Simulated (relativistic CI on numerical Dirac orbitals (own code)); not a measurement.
**Zn3+ (3d9) in a crystal field**

Calculated by Dirac-Coulomb-Breit CI, separate exchange-only KLI orbitals for each configuration, model QED (radiative potential, 1s self-energy scaled to tabulated hydrogen-like ionisation energies), valence Slater integrals scaled by 0.75, one configuration in a parametric crystal field (own radial code).

Field parameters in Wybourne normalisation: Oh B⁴₀ = 21Dq, B⁴₄ = √(5/14) B⁴₀. The field is a parameter set, without covalency.

S is read from ⟨S²⟩ = S(S + 1).

Levels (cm⁻¹, degeneracy): 0 (4), 7765 (2), 9549 (4).

(1) Which field gives this pattern?
A. Oh, 10Dq = 28050 cm⁻¹
B. Oh, 10Dq = 20550 cm⁻¹
C. Oh, 10Dq = 8650 cm⁻¹
D. Oh, 10Dq = 17750 cm⁻¹

Results:

(1) C. Oh, 10Dq = 8650 cm⁻¹, ground level with S = 0.50.
